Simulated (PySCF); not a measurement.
C₅H₅, SMILES [C]1=CCC=C1, multiplicity 2. Coordinates come from a PBE0-D3(BJ)/def2-SVP optimisation. The isomer is the one that the SMILES or the coordinates give; other isomers of the formula were not compared. The values are those of a single conformer.

All values below come from PBE0-D3(BJ)/def2-SVP in PySCF.

Harmonic wavenumbers (cm⁻¹): 335, 531, 670, 697, 783, 790, 893, 932, 957, 980, 1059, 1098, 1111, 1204, 1263, 1359, 1377, 1585, 1640, 3049, 3096, 3234, 3260, 3262. Rotational constants (GHz): 9.486, 8.134, 4.502; symmetry number 1.

Q: Work out the zero-point energy and the ideal-gas rigid-rotor harmonic-oscillator thermochemistry at 298.15 K and 1 atm.

A: ZPE = ½ Σ hcν = ½ × 35163 cm⁻¹ = 210.32 kJ/mol. H − E(el) = 223.66 kJ/mol. Entropy in J/(mol K): translation 160.83, rotation 101.84, vibration 15.56, spin 5.76, total 283.99. G − E(el) = 138.99 kJ/mol. Cp = 71.87 J/(mol K).
